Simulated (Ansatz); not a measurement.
Caution: the restricted solution is unstable towards spin-unrestricted or complex orbitals, so a lower solution exists and this singlet may not be the ground state.

B3LYP has the VWN-RPA correlation part, as in Gaussian. 

All values below come from Ansatz (a program for electronic structure) with B3LYP-D3(BJ)/def2-SVP // GFN2-xTB.

Ansatz 0.2 input:
```yaml
crystal:
  periodic: [false, false, false]
  atoms:
    - { symbol: C, position_ang: [-2.382417, -1.140678, 0.000853] }
    - { symbol: C, position_ang: [-2.228695, -0.305384, 1.168265] }
    - { symbol: C, position_ang: [-2.191712, 1.047364, 0.754169] }
    - { symbol: C, position_ang: [-2.191388, 1.045761, -0.75727] }
    - { symbol: C, position_ang: [-2.228219, -0.307898, -1.168452] }
    - { symbol: C, position_ang: [-1.141413, -0.84192, -1.897673] }
    - { symbol: C, position_ang: [-0.69139, -2.090297, -1.229313] }
    - { symbol: C, position_ang: [-1.411506, -2.199179, 0.002147] }
    - { symbol: C, position_ang: [-0.691809, -2.087693, 1.233524] }
    - { symbol: C, position_ang: [0.698233, -2.0854, 1.233747] }
    - { symbol: C, position_ang: [1.418717, -2.194533, 0.002531] }
    - { symbol: C, position_ang: [2.38615, -1.132841, 0.001579] }
    - { symbol: C, position_ang: [2.229206, -0.298075, 1.16909] }
    - { symbol: C, position_ang: [2.187926, 1.054577, 0.755046] }
    - { symbol: C, position_ang: [2.188251, 1.052969, -0.756388] }
    - { symbol: C, position_ang: [2.229687, -0.300532, -1.167598] }
    - { symbol: C, position_ang: [1.144831, -0.838043, -1.897385] }
    - { symbol: C, position_ang: [0.698658, -2.088024, -1.229074] }
    - { symbol: C, position_ang: [0.000558, -0.027989, -2.231347] }
    - { symbol: C, position_ang: [-0.00185, 1.361191, -1.901573] }
    - { symbol: C, position_ang: [-1.164166, 1.878858, -1.194706] }
    - { symbol: C, position_ang: [-0.690724, 2.588022, -0.002895] }
    - { symbol: C, position_ang: [0.682197, 2.590281, -0.002601] }
    - { symbol: C, position_ang: [1.157965, 1.885213, 1.190714] }
    - { symbol: C, position_ang: [-0.002649, 1.365229, 1.898685] }
    - { symbol: C, position_ang: [-1.164648, 1.881384, 1.19025] }
    - { symbol: C, position_ang: [-0.000487, -0.023242, 2.231407] }
    - { symbol: C, position_ang: [-1.142089, -0.837774, 1.899215] }
    - { symbol: C, position_ang: [1.144139, -0.834113, 1.899394] }
    - { symbol: C, position_ang: [1.158445, 1.882668, -1.19424] }
basis:
  gaussian: { orbitals: def2-svp }
hamiltonian:
  xc: b3lyp
  dispersion: d3bj
output:
  orbitals: { seedname: orb }
  forces: true
scf:
  lower_state_search: light
magnetization:
  spin_polarized: false
```

Output:

```
Functional definition: B3LYP
4408 factors; integrals over basis functions are off by at most 1.6e-3 eV
mean field evaluation 1: about -31051.0430 eV, gradient 8.0e1 eV
mean field evaluation 2: about -31015.5398 eV, gradient 1.4e2 eV
mean field evaluation 4: about -31066.7418 eV, gradient 1.4e1 eV
mean field evaluation 8: about -31067.1959 eV, gradient 4.0e-1 eV
mean field evaluation 16: about -31068.2332 eV, gradient 2.8e-3 eV
mean field evaluation 32: about -31066.7509 eV, gradient 1.0e0 eV
mean field -31068.23325286 eV, -1141.7365132376 hartree, gradient 1.8e-5 eV, S^2 0.000000; 1 other end points of the search recorded, 0 dependent functions left out
reference -31068.23352863 eV, -1141.7365233720 hartree; 90, 90 occupied and 330, 330 virtual orbitals, 4408 factors
Total energy: -31072.10182296 eV, -1141.8786805669 hartree
Atom 0 at    -2.382417    -1.140678     0.000853 Å, force     0.290429    -0.105523    -0.001025 eV/Å
Atom 1 at    -2.228695    -0.305384     1.168265 Å, force    -0.686235    -0.042922     0.353124 eV/Å
Atom 2 at    -2.191712     1.047364     0.754169 Å, force    -0.232249     0.246346     0.400912 eV/Å
Atom 3 at    -2.191388     1.045761    -0.757270 Å, force    -0.231910     0.244907    -0.401529 eV/Å
Atom 4 at    -2.228219    -0.307898    -1.168452 Å, force    -0.687548    -0.044076    -0.351133 eV/Å
Atom 5 at    -1.141413    -0.841920    -1.897673 Å, force    -0.164411    -0.071157    -0.049980 eV/Å
Atom 6 at    -0.691390    -2.090297    -1.229313 Å, force     0.144675    -0.648215    -0.241464 eV/Å
Atom 7 at    -1.411506    -2.199179     0.002147 Å, force    -0.375750    -0.440445    -0.000331 eV/Å
Atom 8 at    -0.691809    -2.087693     1.233524 Å, force     0.144815    -0.645579     0.244203 eV/Å
Atom 9 at     0.698233    -2.085400     1.233747 Å, force    -0.142263    -0.648177     0.242907 eV/Å
Atom 10 at     1.418717    -2.194533     0.002531 Å, force     0.376968    -0.439264     0.001122 eV/Å
Atom 11 at     2.386150    -1.132841     0.001579 Å, force    -0.290068    -0.106150     0.000913 eV/Å
Atom 12 at     2.229206    -0.298075     1.169090 Å, force     0.687901    -0.041341     0.351389 eV/Å
Atom 13 at     2.187926     1.054577     0.755046 Å, force     0.231116     0.246737     0.400901 eV/Å
Atom 14 at     2.188251     1.052969    -0.756388 Å, force     0.231487     0.246171    -0.401505 eV/Å
Atom 15 at     2.229687    -0.300532    -1.167598 Å, force     0.686440    -0.041465    -0.353090 eV/Å
Atom 16 at     1.144831    -0.838043    -1.897385 Å, force     0.167867    -0.072770    -0.048848 eV/Å
Atom 17 at     0.698658    -2.088024    -1.229074 Å, force    -0.142801    -0.646661    -0.242822 eV/Å
Atom 18 at     0.000558    -0.027989    -2.231347 Å, force    -0.002294     0.054644    -0.664815 eV/Å
Atom 19 at    -0.001850     1.361191    -1.901573 Å, force     0.000043     0.247751    -0.420171 eV/Å
Atom 20 at    -1.164166     1.878858    -1.194706 Å, force    -0.342432     0.269387    -0.146810 eV/Å
Atom 21 at    -0.690724     2.588022    -0.002895 Å, force     0.746399     0.733951    -0.000246 eV/Å
Atom 22 at     0.682197     2.590281    -0.002601 Å, force    -0.748868     0.731461    -0.001237 eV/Å
Atom 23 at     1.157965     1.885213     1.190714 Å, force     0.341395     0.270882     0.146411 eV/Å
Atom 24 at    -0.002649     1.365229     1.898685 Å, force    -0.000557     0.248921     0.419518 eV/Å
Atom 25 at    -1.164648     1.881384     1.190250 Å, force    -0.342753     0.269856     0.145671 eV/Å
Atom 26 at    -0.000487    -0.023242     2.231407 Å, force     0.002146     0.055796     0.664687 eV/Å
Atom 27 at    -1.142089    -0.837774     1.899215 Å, force    -0.167923    -0.073280     0.048301 eV/Å
Atom 28 at     1.144139    -0.834113     1.899394 Å, force     0.164544    -0.070465     0.051323 eV/Å
Atom 29 at     1.158445     1.882668    -1.194240 Å, force     0.341836     0.270684    -0.146377 eV/Å
Dipole moment:     0.000469    -0.266146     0.000295 e Å
```

Cost: around 80 core-minutes (rough).
